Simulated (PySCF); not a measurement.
Trend along group 14: MCl molecules

PBE0 with triple-zeta basis sets in PySCF, for the lowest determinant that a PBE0 search found; no spin–orbit coupling. De refers to high-spin ground-configuration atoms. A positive dipole means M(−)Cl(+).

```csv
M,basis,state (unpaired electrons),Re (Å),ωe (cm⁻¹),De (eV),μ (D)
C,def2-TZVPP,doublet (π ↑),1.645,892,4.39,1.55
Si,x2c-TZVPPall,doublet (π ↑),2.068,534,4.44,-0.79
Ge,def2-TZVPP,doublet (π ↑),2.173,408,4.14,-1.64
Sn,def2-TZVPP,doublet (π ↑),2.368,350,3.95,-2.61
Pb,x2c-TZVPPall,doublet (π ↑),2.453,319,3.80,-3.47
```

**Question.** By what factor does the bond length vary along the series?

**Answer.** At PBE0 it runs from 1.645 Å (CCl) to 2.453 Å (PbCl), a factor of 1.49.

The rows differ in basis set, which adds steps of its own.

Relativity is treated differently too: C no relativity; Si spin-free X2C; Ge no relativity; Sn scalar-relativistic core potentials; Pb spin-free X2C.

Down a group bonds as a rule get longer and wavenumbers fall, partly through the reduced mass; this series shows no clear exception.

Spin–orbit coupling is left out, which matters for elements this heavy, above all for dissociation energies. States were picked by a PBE0 search and need not be the measured ground states.
